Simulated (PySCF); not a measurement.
**SeOBr₂: one-bond stretch**

Method: PBE/[Se def2-SVP, O def2-SVP, Br def2-SVP], no relativity, density fitting, PySCF.

Rigid scan from the singlet minimum (Se–Br 2.436 Å (×2), Se–O 1.626 Å; Br–Se–Br 99.6°, Br–Se–O 107.5° (×2)). Coordinate: the bond from Se to the last atom (Br) scaled, the rest fixed. Energies in kJ/mol from the minimum.

| scale of one bond | E (kJ/mol) | dipole size (D) |
| --- | --- | --- |
| 0.92 | 20.0 | 2.12 |
| 0.96 | 4.3 | 1.94 |
| 1.00 | 0.0 | 1.89 |
| 1.05 | 5.1 | 2.02 |
| 1.12 | 23.3 | 2.38 |
| 1.20 | 51.2 | 2.86 |
| 1.35 | 105.0 | 3.63 |
| 1.55 | 160.8 | – |
| 1.80 | 201.9 | – |
| 2.20 | 228.8 | – |

At long bonds a restricted determinant can lie too high, and another spin state can fall below this curve.

Other isomers or separated fragments may lie lower.

The scan took roughly 7 core-minutes on a shared host.
